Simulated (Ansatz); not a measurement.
C7H14O2 (`CCOC(=O)C(C)CC`), relaxed with RKS PBE0-D4/def2-TZVP in the Gaussian-basis code of Ansatz from a PBE-D4/def2-SVP geometry. The force threshold is 0.005 eV/Å; the program also tests the step.

The species carries charge 0 and has multiplicity 1.

Start:

```xyz
23

C    -2.649   -0.042   -1.946
C    -1.140   -0.106   -2.060
O    -0.584    0.197   -0.765
C     0.774    0.204   -0.686
O     1.498   -0.032   -1.635
C     1.237    0.550    0.725
C     0.850    1.995    1.077
C     0.693   -0.458    1.756
C     1.103   -1.906    1.488
H    -3.116   -0.270   -2.925
H    -3.024   -0.777   -1.205
H    -2.982    0.967   -1.630
H    -0.784   -1.109   -2.380
H    -0.742    0.620   -2.802
H     2.343    0.466    0.683
H     1.241    2.267    2.079
H    -0.252    2.111    1.094
H     1.261    2.717    0.344
H    -0.414   -0.374    1.777
H     1.049   -0.144    2.762
H     2.207   -2.019    1.467
H     0.711   -2.588    2.269
H     0.719   -2.267    0.511
```

```
         step  energy (eV)  largest force (eV/Å)  largest move (Å)
            1  -11573.6120                 1.261             0.000
            2  -11573.7057                 0.305             0.036
            3  -11573.7141                 0.114             0.017
            4  -11573.7144                 0.046             0.010
            5  -11573.7145                 0.007             0.011
            6  -11573.7146                 0.025             0.015
            7  -11573.7146                 0.035             0.020
            8  -11573.7147                 0.015             0.018
            9  -11573.7148                 0.010             0.014
           10  -11573.7148                 0.020             0.033
           11  -11573.7149                 0.010             0.015
           12  -11573.7149                 0.006             0.012
13 (rejected)  -11573.7149                 0.009             0.003
           14  -11573.7149                 0.009             0.001
           15  -11573.7149                 0.003             0.001
```

End:

```xyz
23

C    -2.614   -0.114   -1.917
C    -1.115   -0.094   -2.046
O    -0.570    0.184   -0.753
C     0.767    0.229   -0.678
O     1.486    0.047   -1.625
C     1.237    0.548    0.721
C     0.885    1.991    1.073
C     0.675   -0.434    1.746
C     1.024   -1.882    1.453
H    -3.067   -0.324   -2.889
H    -2.937   -0.885   -1.215
H    -2.990    0.849   -1.566
H    -0.722   -1.052   -2.396
H    -0.774    0.672   -2.746
H     2.324    0.442    0.682
H     1.288    2.244    2.056
H    -0.197    2.129    1.103
H     1.302    2.692    0.347
H    -0.412   -0.312    1.794
H     1.064   -0.149    2.729
H     2.107   -2.027    1.404
H     0.633   -2.546    2.226
H     0.606   -2.209    0.497
```

It took 69 s on 5 threads of an AMD EPYC 7R13 on a shared host and a share of an NVIDIA H100 80 GB, with 1 GiB of host memory at the peak.
